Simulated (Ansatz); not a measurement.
Program: Ansatz. Geometries: PBE0-D4/def2-TZVP. ΔE: electronic, gas phase. CCSD(T)/CBS is the MP2 limit (def2-TZVPP, def2-QZVPP) plus CCSD(T) − MP2 in def2-TZVPP, frozen cores. This one scheme is used for every species. Functionals use def2-TZVPP. B3LYP here is the variant with VWN-RPA as its local correlation; programs differ in this. Elements past krypton have def2 core potentials. For Sn outer-core shells are correlated without core-valence functions, which leaves a few kJ/mol of doubt a bond. One conformer a species, not always the lowest.

Consider the formal loss of a carbene: `[OH][SnH]([Cl])[CH2]F` → `[CH]F` + `[OH][SnH2][Cl]`.

CCSD(T)/CBS gives +372.3 kJ/mol.

(1) Another level gave +391.6 kJ/mol. Which?
A. ωB97M-V/def2-TZVPP
B. LC-ωPBE/def2-TZVPP
C. B3LYP-D4/def2-TZVPP
D. PBE-QIDH/def2-TZVPP

Largest T1 diagnostic among the species: 0.018.

## Answers

(1) D. PBE-QIDH 391.6, ωB97M-V 366.0, B3LYP-D4 371.2, LC-ωPBE 384.7 kJ/mol.

From PBE to PBE0 (25 % exact exchange), in def2-TZVPP and without D4, ΔE moves by +4.4 kJ/mol. The D4 term adds +10.6 kJ/mol with B3LYP and +5.8 kJ/mol with PBE0; it sums over pairs of atoms, weighted by their polarisabilities, and B3LYP, whose exchange is more repulsive, gets the larger term.

CCSD(T)/CBS has its own doubt, a few kJ/mol and more with outer-core shells, so smaller differences from it don't rank the levels.
